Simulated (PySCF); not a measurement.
F3HOZr, SMILES [F][Zr]([F])([F])[OH], multiplicity 1. Atoms are numbered in the order given.

```xyz
6

Zr     0.0000     0.0000     0.0079
F     -1.5587    -0.8999     0.6577
F      0.0000     1.7999     0.6577
F      1.5587    -0.8999     0.6577
O      0.0000     0.0000    -1.9018
H      0.0000     0.0000    -2.8612
```
Charge 0, spin multiplicity 1.

Coordinates come from a B3LYP-D3(BJ)/def2-SVP optimisation. The multiplicity is an assumed one; no other spin state was optimised. The structure was generated by enumeration; whether it is a known compound was not checked. The def2 effective core potentials stand for the cores of Zr; spin–orbit coupling is left out. One conformer was computed; it need not be the lowest.

Calculation: PySCF with B3LYP/def2-TZVP.

ESP charges are fitted to the potential on shells at 1.4 to 2.0 van der Waals radii. Atomic charges (e):

```json
[
 {"atom": "Zr1", "ESP fit": "1.78", "Löwdin": "0.90"},
 {"atom": "F2", "ESP fit": "-0.45", "Löwdin": "-0.26"},
 {"atom": "F3", "ESP fit": "-0.45", "Löwdin": "-0.26"},
 {"atom": "F4", "ESP fit": "-0.45", "Löwdin": "-0.26"},
 {"atom": "O5", "ESP fit": "-0.93", "Löwdin": "-0.31"},
 {"atom": "H6", "ESP fit": "0.51", "Löwdin": "0.18"}
]
```
